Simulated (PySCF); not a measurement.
## Steps of a relaxation of Ce2O3

Ce2O3 (singlet in the valence; each metal's 4f electrons, 1 of them, lie in its core potential, out of spins and levels; a saddle point, relaxed within its symmetry). PySCF 2.14.0, RKS PBE, Ce lcecp-1-SVP with ECP47, O def2-SVP; non-relativistic Hamiltonian with scalar-relativistic core potentials where named; density fitting; no spin-orbit coupling. Origin of the start: displaced along the imaginary mode. Columns: position (Å) and force (eV/Å). Energies are counted from the last step; some of the 29 steps are shown. Forces carry noise of the integration grid, about 0.01 to 0.03 eV/Å.

Run from Python with OMP_NUM_THREADS=2. Where DIIS fails, smearing, a level shift and second-order steps follow.
It took 7.3 min on 2 threads of Intel(R) Xeon(R) Platinum 8259CL CPU @ 2.50GHz (Skylake/Cascade Lake), on a shared host, from the converged density of the start.

```xyz
5
step 0  E = 2.070 eV
Ce   -0.0336   -0.0006    2.3391    -0.57   -0.01   -0.01
Ce   -0.0336   -0.0006   -2.3391    -0.57   -0.01    0.01
O     0.2500    0.0048    0.0000     0.45    0.01    0.00
O     0.1693    0.0033    4.2920     0.35    0.01   -0.44
O     0.1693    0.0033   -4.2920     0.35    0.01    0.44
```

```xyz
5
step 9  E = 0.389 eV
Ce   -0.6102   -0.0118    1.9688     0.01    0.00    0.44
Ce   -0.6102   -0.0118   -1.9688     0.01    0.00   -0.44
O     0.3091    0.0060    0.0000    -0.06    0.00    0.00
O     0.7163    0.0138    3.3777     0.02    0.00   -0.17
O     0.7163    0.0138   -3.3777     0.02    0.00    0.17
```

```xyz
5
step 19  E = 0.015 eV
Ce   -0.5944   -0.0115    2.1669     0.42    0.01    0.05
Ce   -0.5944   -0.0115   -2.1669     0.42    0.01   -0.05
O    -0.8895   -0.0171    0.0000     0.05    0.00    0.00
O     1.2999    0.0251    2.6113    -0.45   -0.01   -0.15
O     1.2999    0.0251   -2.6113    -0.45   -0.01    0.15
```

Problem. Where does the relaxation end?

Solution. It converges at step 28 in C2v:
```xyz
5
step 28  E = 0
Ce   -0.5715   -0.0110    2.1347
Ce   -0.5715   -0.0110   -2.1347
O    -1.0219   -0.0197    0.0000
O     1.3431    0.0259    2.3652
O     1.3431    0.0259   -2.3652
```

Problem. How did the contacts change?

Solution. 
```
   contact  start (Å)  end (Å)
Ce1–O3 (O)      2.356    2.182
Ce1–O4 (O)      1.963    1.929
Ce2–O5 (O)      1.963    1.929
```


An lcecp potential fixes the number of 4f electrons, so in runs with it no electron can move into or out of that shell.
